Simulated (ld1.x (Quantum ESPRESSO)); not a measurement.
**An all-electron radial function and its pseudo partner (Be (Z = 4))**

Columns: radius, all-electron u(r) and pseudo u(r) of the 1s shell (level -132.28 eV) of beryllium in the configuration 1s2 2s0 2p0; PBE, scalar-relativistic, PAW scheme, ld1.x (Quantum ESPRESSO) 7.5.

```json
{"r (bohr)": "0.123", "all-electron": "1.1142", "pseudo": "0.5691"}
{"r (bohr)": "0.245", "all-electron": "1.3868", "pseudo": "0.9748"}
{"r (bohr)": "0.368", "all-electron": "1.3159", "pseudo": "1.1397"}
{"r (bohr)": "0.490", "all-electron": "1.1239", "pseudo": "1.0836"}
{"r (bohr)": "0.613", "all-electron": "0.9069", "pseudo": "0.9047"}
{"r (bohr)": "0.735", "all-electron": "0.7091", "pseudo": "0.7091"}
{"r (bohr)": "0.858", "all-electron": "0.5412", "pseudo": "0.5412"}
{"r (bohr)": "0.980", "all-electron": "0.4075", "pseudo": "0.4075"}
{"r (bohr)": "1.103", "all-electron": "0.3024", "pseudo": "0.3024"}
{"r (bohr)": "1.225", "all-electron": "0.2227", "pseudo": "0.2227"}
{"r (bohr)": "1.348", "all-electron": "0.1623", "pseudo": "0.1623"}
{"r (bohr)": "1.470", "all-electron": "0.1178", "pseudo": "0.1178"}
{"r (bohr)": "1.593", "all-electron": "0.0848", "pseudo": "0.0848"}
{"r (bohr)": "1.715", "all-electron": "0.0609", "pseudo": "0.0609"}
{"r (bohr)": "1.838", "all-electron": "0.0435", "pseudo": "0.0435"}
{"r (bohr)": "1.960", "all-electron": "0.0310", "pseudo": "0.0310"}
{"r (bohr)": "2.083", "all-electron": "0.0220", "pseudo": "0.0220"}
{"r (bohr)": "2.205", "all-electron": "0.0156", "pseudo": "0.0156"}
{"r (bohr)": "2.328", "all-electron": "0.0110", "pseudo": "0.0110"}
{"r (bohr)": "2.450", "all-electron": "0.0078", "pseudo": "0.0078"}
{"r (bohr)": "2.573", "all-electron": "0.0055", "pseudo": "0.0055"}
{"r (bohr)": "2.695", "all-electron": "0.0038", "pseudo": "0.0038"}
{"r (bohr)": "2.818", "all-electron": "0.0027", "pseudo": "0.0027"}
{"r (bohr)": "2.940", "all-electron": "0.0019", "pseudo": "0.0019"}
{"r (bohr)": "3.063", "all-electron": "0.0013", "pseudo": "0.0013"}
{"r (bohr)": "3.185", "all-electron": "0.0009", "pseudo": "0.0009"}
```

Question: How many radial nodes do the two functions have?

Answer: The all-electron 1s function has n − l − 1 = 0; the pseudo-wave has 0.

Question: At about which radius was the pseudo-wave matched?

Answer: 0.75 bohr, where the columns begin to agree (steps of 0.12 bohr).

Question: Is the pseudo-wave norm-conserving?

Answer: No, it belongs to a PAW set: the norm inside the radius is not constrained, and the difference is carried by the augmentation charge.
